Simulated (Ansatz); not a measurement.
`O[SiH2]S[SiH2][SiH3]` and `[SiH3][SiH2][S][GeH3]` differ in one atom or group.

Ansatz, PBE0-D4/def2-TZVP geometries, multiplicity 1. Each molecule was computed in one conformer, which needn't be the lowest.

Scalar relativity is left out up to krypton.

```csv
property,`O[SiH2]S[SiH2][SiH3]`
HOMO–LUMO gap (B3LYP/def2-TZVPP) / eV,6.48
size of the dipole moment (B3LYP/def2-TZVPP) / D,1.69
HOMO–LUMO gap (ωB97M-V/def2-TZVPP) / eV,10.70
LUMO energy (ωB97M-V/def2-TZVPP) / eV,1.23
LUMO energy (PBE0/def2-TZVPP) / eV,-0.53
HOMO energy (ωB97M-V/def2-TZVPP) / eV,-9.46
```

**Question.** Give the same properties after the change, and the shifts. (An estimate is asked.)

**Answer.** Ansatz gave: 
| property | `[SiH3][SiH2][S][GeH3]` | shift |
| --- | --- | --- |
| HOMO–LUMO gap (B3LYP/def2-TZVPP) / eV | 6.28 | -0.20 |
| size of the dipole moment (B3LYP/def2-TZVPP) / D | 1.10 | -0.59 |
| HOMO–LUMO gap (ωB97M-V/def2-TZVPP) / eV | 10.51 | -0.19 |
| LUMO energy (ωB97M-V/def2-TZVPP) / eV | 1.28 | 0.05 |
| LUMO energy (PBE0/def2-TZVPP) / eV | -0.48 | 0.05 |
| HOMO energy (ωB97M-V/def2-TZVPP) / eV | -9.23 | 0.23 |

With PBE0 the HOMO rises by 0.24 eV and the LUMO rises by 0.05 eV, so the gap narrows by about 0.19 eV. PBE moves the HOMO by 0.23 eV and ωB97M-V by 0.23 eV. Dipoles are sizes alone; their direction can turn.

B3LYP here is the variant with VWN-RPA as its local correlation; programs differ in this.
